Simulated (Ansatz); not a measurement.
Computed with Ansatz on PBE0-D4/def2-TZVP structures; ΔE is electronic, products minus reactants. CCSD(T)/CBS is the MP2 limit (def2-TZVPP, def2-QZVPP) plus CCSD(T) − MP2 in def2-TZVPP, frozen cores. Functionals use def2-TZVPP. One conformer a species, not always the lowest.

Reaction (isomerisation): `F[SiH2]O[SiH](Cl)Cl` → `F[SiH](Cl)O[SiH2]Cl`

```tsv
level	ΔE (kJ/mol)
r2SCAN-D4	-7.0
PBE	-5.8
HF/def2-TZVPP	-5.9
CCSD/def2-TZVPP	-6.4
```

**Question.** What does CCSD(T)/CBS give? (Best estimate.)

**Answer.** Ansatz gave: -6.0 kJ/mol. The listed levels differ from it by -1.0, 0.2, 0.1, -0.4 kJ/mol.

Largest T1 diagnostic among the species: 0.011.

CCSD(T)/CBS has its own doubt, a few kJ/mol and more with outer-core shells, so smaller differences from it don't rank the levels.
